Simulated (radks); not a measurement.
Ca, 20 electrons, occupied as [Ar] 4s2. Calculated with a radial shooting solver on a logarithmic mesh with Libxc functionals: Dirac Kohn-Sham, PBE, spin-unpolarised, spherical densities, finite nucleus; Fermi nuclear charge, rms radius 3.4776 fm. Some entries of the table are withheld. Estimate them.

| orbital | occ. | eigenvalue (hartree) | <r^2> (bohr^2) |
|---|---|---|---|
| 1s1/2 | 2 | -145.1169 | 0.007943 |
| 2s1/2 | 2 | -15.22500 | 0.1571 |
| 2p1/2 | 2 | -12.38897 | (1) |
| 2p3/2 | 4 | -12.25347 | (2) |
| 3s1/2 | 2 | -1.73038 | 1.543 |
| 3p1/2 | 2 | (3) | 1.892 |
| 3p3/2 | 4 | (4) | 1.916 |
| 4s1/2 | 2 | -0.13841 | (5) |
| 3d3/2 | 0 | -0.07195 | (6) |
| 3d5/2 | 0 | -0.07133 | (7) |
| 4p1/2 | 0 | (8) | 33.84 |
| 4p3/2 | 0 | (9) | 34.18 |

Answer. 
(1) 2p1/2 <r^2> (bohr^2): 0.1317
(2) 2p3/2 <r^2> (bohr^2): 0.1336
(3) 3p1/2 eigenvalue (hartree): -1.03856
(4) 3p3/2 eigenvalue (hartree): -1.02446
(5) 4s1/2 <r^2> (bohr^2): 18.55
(6) 3d3/2 <r^2> (bohr^2): 7.921
(7) 3d5/2 <r^2> (bohr^2): 7.982
(8) 4p1/2 eigenvalue (hartree): -0.05197
(9) 4p3/2 eigenvalue (hartree): -0.05133
